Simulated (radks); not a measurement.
Question: Ionisation of the zinc ion Zn+, [Ar] 3d10 4s1, to [Ar] 3d10 as the strength of local exchange is varied. Calculated with a radial shooting solver on a logarithmic mesh with Libxc functionals: Dirac Kohn-Sham, Slater X-alpha exchange (alpha = 2/3 is LDA exchange), no correlation, spin-unpolarised, spherical densities, finite nucleus; Fermi nuclear charge, rms radius 3.9283 fm.

| alpha | E(Zn+) (hartree) | exchange (hartree) | IE (eV) | -e of the level emptied (eV) | <r> of it (bohr) |
|---|---|---|---|---|---|
| 0.553 | -1779.18352 | -54.32036 | 16.753 | 12.348 (4s1/2) | 2.471 |
| 0.667 | -1790.41949 | -65.96187 | 17.646 | 13.226 (4s1/2) | 2.413 |
| 0.736 | -1797.25698 | -73.08097 | 18.194 | 13.769 (4s1/2) | 2.380 |
| 0.758 | -1799.44287 | -75.36235 | 18.370 | 13.945 (4s1/2) | 2.370 |
| 0.97 | -1820.65074 | -97.63081 | 20.094 | 15.682 (4s1/2) | 2.273 |
| 1.015 | -1825.18585 | -102.42359 | 20.467 | 16.062 (4s1/2) | 2.254 |
| 1.016 | -1825.28676 | -102.53035 | 20.475 | 16.070 (4s1/2) | 2.254 |
| x | -1809.41415 | -85.80229 | 19.177 | 14.753 (4s1/2) | 2.323 |

Which alpha was used in the last row?

Answer: alpha = 0.858. NIST Atomic Spectra Database: 17.964 eV (measured). The Delta-SCF value meets it near alpha = 0.71. Spin polarisation and multiplet splitting are left out, so open shells lie too high by an amount that depends on their filling.

Beside tabulated values, note that spin-unpolarised runs miss the spin-polarisation part of the exchange energy of open shells.
